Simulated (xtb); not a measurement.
F5OSi2, SMILES F[Si](F)O[Si](F)(F)F (connectivity only; charge and spin as stated), charge +1, multiplicity 1. All values are semi-empirical tight-binding results from xtb (GFN2-xTB unless named), good for trends rather than for accurate numbers. The structure is a stationary point at GFN2-xTB. The spin state was assumed, not searched. The isomer is the one that the SMILES or the coordinates give; other isomers of the formula were not compared. One conformer was computed; it need not be the lowest.

The orbital gap comes out as 6.06 eV and the zero-point energy is 12.6 kcal/mol. The G − E(el) at 298.15 K (modified RRHO) is -11.0 kcal/mol and the static polarisability (D4 model) is 79.7 bohr³. The solvation energy, GFN2-xTB/ALPB(water) comes out as -40.8 kcal/mol. The solvation energy, GFN2-xTB/ALPB(dmso) comes out as -37.1 kcal/mol.
